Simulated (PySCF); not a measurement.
MoF₅H, SMILES [F][MoH]([F])([F])([F])[F], multiplicity 1. Atoms are numbered in the order given.

```xyz
7

Mo     0.0000     0.0000    -0.0979
F      0.0000     0.0000     1.8069
F     -1.2901     1.2901    -0.2869
F     -1.2901    -1.2901    -0.2869
F      1.2901     1.2901    -0.2869
F      1.2901    -1.2901    -0.2869
H      0.0000     0.0000    -1.8208
```
Charge 0, spin multiplicity 1.

Geometry: PBE-D3(BJ)/def2-SVP. A frequency run showed that this geometry is not a minimum. The spin state was assumed, not searched. The structure was generated by enumeration; whether it is a known compound was not checked. The def2 effective core potentials stand for the cores of Mo; spin–orbit coupling is left out.

Level of theory: PBE-D3(BJ)/def2-SVP in PySCF 2.14.0.

Frequencies are harmonic and unscaled.

Modes within 1.5 cm⁻¹ of each other (mostly degenerate sets) share a row, with their intensities summed.

**Question.** Estimate the vibrational spectrum. (An estimate is asked for; the answer gives what the named calculation found.)

**Answer.** 
| mode | ν (cm⁻¹) | IR (km/mol) | moving atoms (share of kinetic energy) |
|---|---|---|---|
| 1–2 | 235i | 49.1 | F 84 %, H 12 % |
| 3 | 104 | 0.0 | F 100 % |
| 4–5 | 214 | 35.8 | F 81 %, Mo 19 % |
| 6 | 229 | 5.6 | F 70 %, Mo 30 % |
| 7 | 305 | 0.0 | F 100 % |
| 8 | 635 | 151.5 | F 82 %, Mo 18 % |
| 9 | 646 | 0.0 | F 100 % |
| 10–11 | 653 | 144.3 | H 75 %, F 21 % |
| 12 | 698 | 3.5 | F 99 % |
| 13–14 | 741 | 325.3 | F 67 %, Mo 23 %, H 10 % |
| 15 | 1919 | 145.1 | H 99 % |
